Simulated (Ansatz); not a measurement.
Series N+XY, Y = silyl, computed as singlets and as triplets. All species are isolated molecules in the gas phase. One relaxed conformer stands for each flexible species; it need not be the lowest. Strings in code marks are SMILES.

Quantity: adiabatic spin-state energy, in kJ/mol. The DFT solution of `C#C[N+][SiH3]` is unstable or spin-contaminated; the geometry comes from it.

Case: `C#C[N+][SiH3]`: multiplicity 3 minus multiplicity 1. The other species in the difference include `C#C[N+][SiH3]` (charge +1, multiplicity 1). Geometry of `C#C[N+][SiH3]` (charge +1, multiplicity 3, Å):

```xyz
8

C      1.9771     1.5509     0.5708
C      0.9974     0.7833     0.2383
N      0.0964     0.0751    -0.0699
Si    -1.2838    -1.0085    -0.5347
H      2.7885     2.1932     0.8510
H     -0.7729    -1.6748    -1.7397
H     -1.4259    -1.8663     0.6490
H     -2.3768    -0.0528    -0.7569
```

Task: What adiabatic spin-state energy does BLYP/cc-pVTZ // B3LYP-D3(BJ)/def2-TZVP (Ansatz, an electronic-structure program) give?

Result: -80.9 kJ/mol.
